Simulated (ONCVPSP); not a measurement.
# u(r) = r·R(r): atom against pseudo-atom (B)

Columns: radius, all-electron u(r) and pseudo u(r) of the 2s shell (level -9.38 eV) of boron in the configuration [He] 2s2 2p1; LDA (Perdew-Wang 92), scalar-relativistic, ONCV scheme, ONCVPSP 4.0.1.

```tsv
r (bohr)	all-electron	pseudo
0.200	-0.3027	0.1091
0.400	-0.0916	0.2240
0.600	0.1916	0.3408
0.800	0.4261	0.4616
1.000	0.5881	0.5692
1.200	0.6833	0.6593
1.400	0.7254	0.7198
1.600	0.7287	0.7287
1.800	0.7058	0.7058
2.000	0.6662	0.6662
2.200	0.6170	0.6170
2.400	0.5634	0.5634
2.600	0.5088	0.5088
2.800	0.4554	0.4554
3.000	0.4047	0.4047
3.200	0.3576	0.3576
3.400	0.3144	0.3143
3.600	0.2752	0.2752
3.800	0.2401	0.2401
4.000	0.2088	0.2088
4.200	0.1811	0.1811
4.400	0.1567	0.1567
4.600	0.1353	0.1353
4.800	0.1166	0.1166
5.000	0.1004	0.1004
5.200	0.0862	0.0862
```

Problem. How many radial nodes do the two functions have?

Solution. The all-electron 2s function has n − l − 1 = 1; the pseudo-wave has 0, since the states of the same l below it are removed with the core.

Problem. At about which radius was the pseudo-wave matched?

Solution. 1.65 bohr, where the columns begin to agree (steps of 0.20 bohr).

Problem. Where does each function peak?

Solution. Outermost all-electron maximum near 1.60 bohr, pseudo maximum near 1.60 bohr (to the table’s step).

Problem. Is the pseudo-wave norm-conserving?

Solution. Yes: the ONCV scheme keeps the norm inside the radius equal to the all-electron one, which fixes the energy derivative of the logarithmic derivative at the level.
